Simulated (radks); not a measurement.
The numbers below are computed, except where a source is named.
Isoelectronic series with 13 electrons, all held in the configuration [Ne] 3s2 3p1, which need not be the ground one along the series. Code: a radial shooting solver on a logarithmic mesh with Libxc functionals. Model: scalar-relativistic Kohn-Sham, r2SCAN, spin-polarised, spherical densities, finite nucleus; open shells are filled with parallel spins first (spin-orbit coupling, left out, can overturn this in heavy ions); meta-GGA in the generalised Kohn-Sham scheme; Fermi nuclear charge, rms radius of each element as measured or else 0.836 A^(1/3) + 0.57 fm. Total energies (hartree) and mean radii <r> (bohr) (* marks an orbital that is empty in some or all of the ions):

ion    E (hartree)  3p down*   3p up  3s down
Al      -242.79133     3.241   3.367    2.548
P2+     -340.97135     1.964   1.962    1.754
Cl4+    -456.81245     1.450   1.445    1.360
K6+     -590.33070     1.159   1.155    1.117
Sc8+    -741.58550    0.9693  0.9657   0.9508
V10+    -910.65795    0.8341  0.8313   0.8283
Mn12+  -1097.64472    0.7327  0.7304   0.7342
Co14+  -1302.65631    0.6535  0.6516   0.6594
Cu16+  -1525.81597    0.5899  0.5883   0.5984
Ga18+  -1767.25971    0.5376  0.5363   0.5477
As20+  -2027.13658    0.4938  0.4927   0.5048
Br22+  -2305.60894    0.4566  0.4556   0.4680
Rb24+  -2602.85260    0.4246  0.4237   0.4361
Nb28+  -3254.42631    0.3722  0.3715   0.3834
Tc30+  -3609.17988    0.3504  0.3499   0.3614
Rh32+  -3983.55377    0.3311  0.3306   0.3416
Ag34+  -4377.80182    0.3137  0.3132   0.3238
In36+  -4792.19243    0.2979  0.2975   0.3077
Sb38+  -5227.01573    0.2837  0.2833   0.2929
I40+   -5682.57998    0.2707  0.2703   0.2794
Cs42+   -6159.2173    0.2587  0.2584   0.2670
La44+   -6657.2798    0.2478  0.2475   0.2555
Pr46+   -7177.1463    0.2376  0.2374   0.2449
